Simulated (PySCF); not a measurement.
# Structure from NMR data

An unknown has the formula C₆H₁₂O₂Si₂. Its calculated NMR data are:

$^{1}$H NMR (600 MHz, computed): δ 6.41 (s, 1H), 5.08 (s, 3H), 4.17 (s, 3H), 4.03 (m, 1H), 3.42 (m, 2H), 2.83 (m, 2H).

$^{13}$C{$^{1}$H} NMR (computed): δ 213.8 (C), 152.2 (CH), 121.4 (C), 54.9 (CH2, 2C), 20.9 (CH).

Non-relativistic Hamiltonian, rapidly exchanging positions averaged, no solvent model, one conformer. GIAO PBE0/pcSseg-1 shieldings; GFN2-xTB geometry; PySCF 2.14.0 with density-fitted response routines.

Referencing at the same level of theory: $^{1}$H, $^{13}$C against TMS.

Q: Which of these isomers gave the spectra?
A. C[C@@H]1C(=O)C[C@H]2[SiH2]O[SiH2][C@@H]12
B. C=C(C)[Si@H]1[SiH2]OC=C1OC
C. CC[SiH2]C#C[SiH2]C(=O)OC
D. O=C1CC(/C([SiH3])=C\O[SiH3])C1

A: D. 

The formula gives 3 degrees of unsaturation (1 ring in the answer). 5 carbon signals for 6 carbons: some carbons are equivalent by symmetry or fast rotation. Carbon types of the structure: 2 × C, 2 × CH, 2 × CH2, leaving 6 H on heteroatoms. δC 213.8: ketone carbonyl carbon; the double bond to the heteroatom, with no lone-pair donor beside it, deshields it most. δC 152.2: alkene carbon bearing oxygen; an sp2 carbon further deshielded by the attached heteroatom. δC 121.4: β carbon of an enol-ether or enamine type C=C. δC 54.9: sp3 CH2 α to a carbonyl; the adjacent C=O deshields it moderately. δH 6.41: hydrogen on an alkene carbon bearing oxygen; attached to an sp2 carbon and in the plane of the double bond.

The others: C=C(C)[Si@H]1[SiH2]OC=C1OC would give 6 carbon signals, not 5; C[C@@H]1C(=O)C[C@H]2[SiH2]O[SiH2][C@@H]12 would give 6 carbon signals, not 5; CC[SiH2]C#C[SiH2]C(=O)OC would give 6 carbon signals, not 5.

Shifts are as computed. Against solution values, carbons near 30 ppm lie about +3 ppm off and those near 130 ppm about +5 ppm. Of 1309 compounds with measured shifts, 239 miss one by over three times the rms of a fit or turn the order of signals round; such compounds aren't used in these exercises. Multiplicities follow the n + 1 count of equivalent neighbours, as no J values were calculated; m marks all less simple cases, F and P coupling included.
